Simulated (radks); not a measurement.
Spin polarisation of the 3p2 shell in the phosphorus ion P+. Start: [Ne] 3s2 3p(up 1, down 1); electrons of 3p are moved from spin down to spin up, other shells keep equal spins. Calculated with a radial shooting solver on a logarithmic mesh with Libxc functionals: scalar-relativistic Kohn-Sham, PBE, spin-polarised, spherical densities, point nucleus.

| moment (Bohr magnetons) | E - E(0) (eV) | e(3p up) (eV) | e(3p down) (eV) | 3s down minus up (eV) |
|---|---|---|---|---|
| 0 | 0.000 | -14.215 | -14.215 | 0.000 |
| 0.5 | -0.065 | -14.460 | -13.937 | 0.545 |
| 1 | -0.262 | -14.674 | -13.621 | 1.096 |
| 1.5 | -0.593 | -14.860 | -13.262 | 1.661 |
| 2 | -1.063 | -15.018 | -12.852 | 2.243 |

At moment 2 the spin-polarisation energy is -1.063 eV and the 3p exchange splitting 2.165 eV, that is 1.083 eV per Bohr magneton; E = -I m^2/4 would give I = 1.063 eV.
